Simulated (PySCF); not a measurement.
Cost of one run: geometry optimisation, `C[SiH2][AsH2]`.

Method: PBE0-D3(BJ)/def2-SVP geometry optimisation, gas phase (PySCF 2.14.0). Work: geometry optimisation from a GFN2-xTB start shaken at random, density fitting. A driver script takes a list of jobs; this job's settings line and coordinates (Å) are shown.

Input:
```
{"job": {"xc": "PBE0", "basis": "def2-SVP", "d3": "d3bj", "grid": 1, "maxiter": 30, "shake": 0.01, "kind": "geom"}, "charge": 0, "multiplicity": 1}
C     -1.414950    -0.558430    -0.099610
Si     0.013780     0.690090    -0.083240
As     1.795820    -0.338930     0.982920
H     -2.269630    -0.123080    -0.616060
H     -1.740600    -0.799440     0.897440
H     -1.161240    -1.450020    -0.612000
H      0.289180     1.118310    -1.466820
H     -0.373150     1.906530     0.656410
H      2.133260    -1.166980    -0.194870
H      2.777970     0.701020     0.514780
```

Hardware: one thread, AMD EPYC 9R45 (x86_64), no GPU, shared host with 96 logical CPUs at a one-minute load of 18. PySCF's memory limit was set to 2320 MB.

How large is the basis?

99 functions.

Question: Which is nearest to the wall time?
A. 12 s
B. 95 s
C. 12 min
D. 1.5 s

Answer: A. The run took 12 s. The run took 7 energy-and-gradient evaluations and 38 SCF cycles, 1.7 s an evaluation on average.

How much memory does it need at the peak?

About 0.42 GiB. Peak memory is the resident size of the whole Python process, interpreter and libraries included.

At this speed, how long would 1000 such jobs take on 16 cores, one job a core?

1000/16 gives 63 rounds of 12 s, about 13 min of wall time and 3.3 core-hours, if the jobs don't slow each other.

The output:
```
step   0  E = -2566.85059410  max force = 0.031066
step   1  E = -2566.85461973  max force = 0.006975
step   2  E = -2566.85495848  max force = 0.001708
step   3  E = -2566.85497417  max force = 0.000251
step   4  E = -2566.85498212  max force = 0.000571
step   5  E = -2566.85498501  max force = 0.000578
step   6  E = -2566.85498731  max force = 0.000269
optimisation converged
```

Energies in Eh; «max force» is the largest Cartesian gradient component in Eh/bohr.

Times come from a shared host and carry two figures at best.

The run converged: final energy -2566.85499 Eh after 6 steps; dipole 0.95 D.
